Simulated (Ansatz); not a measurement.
C2H6N2Si can be A, `C=N/C=N/[SiH3]`, or B, `C=C1N[SiH]1N`.

Program: Ansatz. Geometries: PBE0-D4/def2-TZVP. ΔE: electronic, gas phase. CCSD(T)/CBS is the MP2 limit (def2-TZVPP, def2-QZVPP) plus CCSD(T) − MP2 in def2-TZVPP, frozen cores. DFT in def2-TZVPP. B3LYP here is the variant with VWN-RPA as its local correlation; programs differ in this. Each species was taken in one conformer, which may not be the lowest.

Q: Which isomer does CCSD(T)/CBS put lower? Give the gap. (An estimate is asked.)

A: Ansatz gave: B, by 14.6 kcal/mol.

Q: Give E(B) − E(A) in kcal/mol with CCSD(T)/def2-TZVPP, B3LYP, PBE0-D4, MP2/def2-TZVPP, HF/def2-TZVPP, B2PLYP, B3LYP-D4. (An estimate is asked.)

A: The calculation gave: CCSD(T)/def2-TZVPP -11.3, B3LYP -11.1, PBE0-D4 -16.9, MP2/def2-TZVPP -15.5, HF/def2-TZVPP -4.4, B2PLYP -12.0, B3LYP-D4 -11.5. None reverses the order clearly.

Largest T1 diagnostic: 0.015.

In def2-TZVPP, CCSD(T) changes the Hartree–Fock value by −6.8 kcal/mol (the triples alone add +0.2 kcal/mol) and MP2 by −11.1 kcal/mol. From PBE to PBE0 (25 % exact exchange), in def2-TZVPP and without D4, E(B) − E(A) moves by −1.9 kcal/mol.
